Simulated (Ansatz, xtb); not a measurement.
# Relative energy of two isomers of C4H8SSi

Structure I is `C1=CSCC[SiH2]1`, a singlet and structure II is `C1=CSC[SiH2]C1`, a singlet. Both are isolated molecules in the gas phase, relaxed with B3LYP-D3(BJ)/def2-SVP; the shapes shown needn't be the lowest conformers.

I (Å):

```csv
atom,x (Å),y (Å),z (Å)
C,-0.6954,-2.1638,0.1189
C,0.0734,-1.3709,0.8947
C,-1.1865,0.9408,-0.1104
C,-2.5223,0.1919,-0.1694
S,-0.0358,0.3587,1.1930
Si,-2.2522,-1.5961,-0.7360
H,-0.4043,-3.2204,0.0792
H,0.9134,-1.7900,1.4635
H,-1.3220,2.0079,0.1258
H,-0.6531,0.8846,-1.0743
H,-3.2078,0.7132,-0.8592
H,-2.9997,0.1977,0.8246
H,-3.4081,-2.4613,-0.3522
H,-2.1273,-1.6562,-2.2259
```

II (Å):

```xyz
14

C    -0.7742   -2.1007   -0.1014
C    -0.2326   -1.5303    0.9893
C    -1.2875    1.0587    0.4222
C    -1.7289   -1.4908   -1.0978
S    -0.3767    0.0862    1.6808
Si   -2.6259    0.0322   -0.4354
H    -0.4837   -3.1418   -0.2840
H     0.4351   -2.1280    1.6188
H    -1.7162    1.9132    0.9672
H    -0.5752    1.4582   -0.3184
H    -3.2458    0.8162   -1.5448
H    -3.6780   -0.3419    0.5508
H    -2.4666   -2.2468   -1.4179
H    -1.1911   -1.2054   -2.0228
```

Energies in hartree; the thermal terms are from GFN2-xTB frequencies at re-optimised GFN2-xTB minima (ideal gas, soft modes damped towards free rotors, one conformer each, 298.15 K, 1 atm) and include the zero-point energy:

|  | I | II |
| --- | --- | --- |
| E, CCSD(T)/def2-SVP | −843.115292 | −843.112734 |
| E, MP2/def2-SVP | −843.015675 | −843.012925 |
| E, MP2/def2-TZVPP | −843.616133 | −843.614373 |
| zero-point energy | 0.104067 | 0.103455 |
| H(298 K) − E | 0.112126 | 0.111707 |
| G(298 K) − E | 0.072849 | 0.071872 |

Correct the CCSD(T) difference for the basis set by the MP2 change, then work out ΔE, ΔE₀, ΔH and ΔG for I → II in kJ/mol (1 Eh = 2625.50 kJ/mol) and the equilibrium ratio [II]/[I].

1. Differences II − I: CCSD(T) +0.002558, MP2 in the small set +0.002750, MP2 in the large set +0.001760 Eh.
2. ΔE = +0.002558 + (+0.001760 − (+0.002750)) = +0.001568 Eh = +4.12 kJ/mol.
3. ΔE₀ = ΔE + ΔZPE = +0.001568 + (−0.000612) Eh = +2.51 kJ/mol.
4. ΔH = ΔE + (−0.000419) Eh = +3.02 kJ/mol.
5. ΔG = ΔE + (−0.000977) Eh = +1.55 kJ/mol, so ΔS = (ΔH − ΔG)/T = +4.9 J/(mol K).
6. kT = 0.9442 mEh, so K = [II]/[I] = exp(−ΔG/kT) = exp(−0.63) ≈ 0.53.

The two are too close for this level to say which is favoured. An error of 4 kJ/mol in ΔG would change K by a factor of 5. Mirror images and further conformers aren't counted.

As drawn, both hold the same kinds of bond in the same numbers.

Other levels gave ΔE = +5.8 (GFN2-xTB); +3.4 (HF/STO-3G, GFN2-xTB geometries); +4.5 (r2SCAN-D4/def2-SVP, GFN2-xTB geometries); +4.2 (B3LYP-D3(BJ)/def2-SVP); +5.3 (HF/def2-SVP); +7.2 (MP2/def2-SVP); +6.7 (CCSD(T)/def2-SVP) kJ/mol. The correlated steps freeze 14 core orbitals. Programs: Ansatz 0.2.0, xtb 6.7.1.
